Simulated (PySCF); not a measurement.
## Molecular orbitals of AlTl

LDA at R = 2.931 Å; basis Al cc-pV(D+d)Z, Tl cc-pVDZ-PP with ECP60; scalar-relativistic core potentials; PySCF 2.14. State: ³Π (triplet), unpaired electrons σ ↑, π ↑. Only the outer orbitals are listed, counted within each symmetry, core potentials removing the inner ones.

```json
{"spin": "α", "orbital": "7σ", "occ.": "1", "ε (eV)": "-10.45", "on Al (%)": "18", "main shells (%)": "81 Tl s, 14 Al s"}
{"spin": "α", "orbital": "8σ", "occ.": "1", "ε (eV)": "-7.61", "on Al (%)": "79", "main shells (%)": "79 Al s, 14 Tl s"}
{"spin": "α", "orbital": "9σ", "occ.": "1", "ε (eV)": "-3.72", "on Al (%)": "55", "main shells (%)": "51 Al p, 43 Tl p"}
{"spin": "α", "orbital": "4π", "occ.": "1", "ε (eV)": "-3.59", "on Al (%)": "53", "main shells (%)": "52 Al p, 46 Tl p"}
{"spin": "α", "orbital": "4π", "occ.": "0", "ε (eV)": "-3.58", "on Al (%)": "51", "main shells (%)": "50 Al p, 48 Tl p"}
{"spin": "α", "orbital": "5π", "occ.": "0", "ε (eV)": "-1.97", "on Al (%)": "47", "main shells (%)": "52 Tl p, 47 Al p"}
{"spin": "α", "orbital": "5π", "occ.": "0", "ε (eV)": "-1.97", "on Al (%)": "49", "main shells (%)": "50 Tl p, 48 Al p"}
{"spin": "β", "orbital": "7σ", "occ.": "1", "ε (eV)": "-9.95", "on Al (%)": "15", "main shells (%)": "84 Tl s, 12 Al s"}
{"spin": "β", "orbital": "8σ", "occ.": "1", "ε (eV)": "-6.91", "on Al (%)": "81", "main shells (%)": "81 Al s, 12 Tl s"}
{"spin": "β", "orbital": "4π", "occ.": "0", "ε (eV)": "-3.19", "on Al (%)": "48", "main shells (%)": "52 Tl p, 47 Al p"}
{"spin": "β", "orbital": "9σ", "occ.": "0", "ε (eV)": "-2.91", "on Al (%)": "52", "main shells (%)": "47 Al p, 46 Tl p"}
{"spin": "β", "orbital": "4π", "occ.": "0", "ε (eV)": "-2.85", "on Al (%)": "46", "main shells (%)": "54 Tl p, 45 Al p"}
```

Question: Which are the highest filled and the lowest empty level, where do they sit, and how wide is the gap?

Answer: Highest filled α 4π at -3.59 eV (in %: 52 Al p, 46 Tl p); lowest empty α 4π at -3.58 eV (in %: 50 Al p, 48 Tl p); the gap at LDA is 0.01 eV. Both belong to one degenerate shell, split only by its one-sided filling, so this is no excitation gap.

The bond order (Mayer) is 1.18, the ⟨S²⟩ is 2.001 and the charge on Al (Mulliken, basis-dependent) is -0.03. The charge on Al (Löwdin, basis-dependent) is 0.02 and the dipole moment (positive dipole means Al(−)Tl(+)) is 0.46 D. The polarisability along the bond is 198.2 bohr³ and the polarisability across the bond is 64.5 bohr³.

Spin–orbit coupling is left out, which matters for elements this heavy, above all for dissociation energies. The state is the lowest determinant that a PBE0 search found; another state may lie lower at other levels.
